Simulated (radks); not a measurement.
Values are calculated unless marked as measured or tabulated.
Valence configurations of Ba+ (all share [Xe]). Code: a radial shooting solver on a logarithmic mesh with Libxc functionals. Model: Dirac Kohn-Sham, PBEsol, spin-unpolarised, spherical densities, finite nucleus; open shells are shared between the two j in proportion to 2j + 1; Fermi nuclear charge, rms radius 4.8378 fm. Energies are relative to 6s1; eigenvalues in eV.

[
 {"valence": "6s1", "E (eV)": "0.000", "e(4f5/2)": "-", "e(4f7/2)": "-", "e(5d3/2)": "-", "e(5d5/2)": "-", "e(6p1/2)": "-"},
 {"valence": "4f1", "E (eV)": "4.704", "e(4f5/2)": "-2.186", "e(4f7/2)": "-2.105", "e(5d3/2)": "-", "e(5d5/2)": "-", "e(6p1/2)": "-"},
 {"valence": "6p1", "E (eV)": "2.588", "e(4f5/2)": "-", "e(4f7/2)": "-", "e(5d3/2)": "-", "e(5d5/2)": "-", "e(6p1/2)": "-5.701"},
 {"valence": "5d1", "E (eV)": "0.654", "e(4f5/2)": "-", "e(4f7/2)": "-", "e(5d3/2)": "-5.950", "e(5d5/2)": "-5.810", "e(6p1/2)": "-"},
 {"valence": "4f0.5 6s0.5", "E (eV)": "2.213", "e(4f5/2)": "-2.235", "e(4f7/2)": "-2.120", "e(5d3/2)": "-", "e(5d5/2)": "-", "e(6p1/2)": "-"}
]

NIST lists [Xe] 6s1 as the ground configuration; this level of theory agrees among the configurations tried. The energies are those of spherical spin-averaged densities, not of single terms.
